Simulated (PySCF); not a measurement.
**Excitation energy of Sn by level of theory**

Sn [Kr] 4d10 5s2 5p2 (3P) → Sn [Kr] 4d10 5s1 5p2 6s1 (5P), as a difference of total energies. Computed with PySCF 2.14 in aug-cc-pwCVDZ-PP with ECP28MDF, with a scalar-relativistic core potential. Correlated levels: valence and next inner shell: nothing frozen outside the core potential. The calculations carry no spin-orbit coupling.

```csv
method,excitation energy (eV)
UHF,8.288
MP2 (valence and next inner shell),9.788
SCS-MP2 (valence and next inner shell),9.898
CCSD (valence and next inner shell),9.663
CCSD(T) (valence and next inner shell),9.725
```

Question: How much does correlation contribute at CCSD(T) (valence and next inner shell)?

Answer: 9.725 − (8.288) = 1.437 eV, measured against UHF.

The upper state lies above the first ionisation limit, but in LS coupling its spin forbids autoionisation to the ground ion; at this Z spin-orbit coupling breaks that rule. A Rydberg-like electron needs more diffuse functions than a valence basis has.

The promoted electron is Rydberg-like, and one or two diffuse shells describe it only roughly, which tends to raise the upper state.
